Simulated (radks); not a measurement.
The numbers below are computed, except where a source is named.
Spin polarisation of the 4p3 shell in Br2+. Start: [Ar] 3d10 4s2 4p(up 1.5, down 1.5); electrons of 4p are moved from spin down to spin up, other shells keep equal spins. Code: a radial shooting solver on a logarithmic mesh with Libxc functionals. Model: scalar-relativistic Kohn-Sham, r2SCAN, spin-polarised, spherical densities, finite nucleus; meta-GGA in the generalised Kohn-Sham scheme; Fermi nuclear charge, rms radius of each element as measured or else 0.836 A^(1/3) + 0.57 fm.

moment (Bohr magnetons)  E - E(0) (eV)  e(4p up) (eV)  e(4p down) (eV)  4s down minus up (eV)
0                                0.000        -28.502          -28.502                  0.000
0.75                            -0.190        -28.974          -27.958                  1.048
1.5                             -0.765        -29.383          -27.324                  2.112
2.25                            -1.743        -29.739          -26.565                  3.213
3                               -3.170        -30.049          -25.575                  4.384

At moment 3 the spin-polarisation energy is -3.170 eV and the 4p exchange splitting 4.474 eV, that is 1.491 eV per Bohr magneton; E = -I m^2/4 would give I = 1.409 eV.
